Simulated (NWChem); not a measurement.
System: CH4OSi, singlet; SMILES CO[SiH]

```xyz
7

Si    -0.0173     1.2199     0.0000
H     -1.5440     0.9046     0.0000
O      0.5082    -0.3557     0.0000
C     -0.1929    -1.5693     0.0000
H      0.0823    -2.1570    -0.8908
H      0.0823    -2.1570     0.8908
H     -1.2862    -1.4078     0.0000
```
Atoms are numbered in this order, from 1.

Results from NWChem. Low-valent species are run as closed-shell singlets; no triplet was tried in these runs. All runs use the structure optimised with PBE0/def2-SVP. Ions are spin-unrestricted doublets at the neutral geometry; other ion states weren't tried.

Question: What does the run give for B3LYP/def2-SVP? Quantities: vertical ionisation energy, ΔSCF (eV); −ε(HOMO) (eV).

Answer: 
| Item | Value |
|---|---|
| vertical ionisation energy, ΔSCF (eV) | 8.96 |
| −ε(HOMO) (eV) | 6.31 |
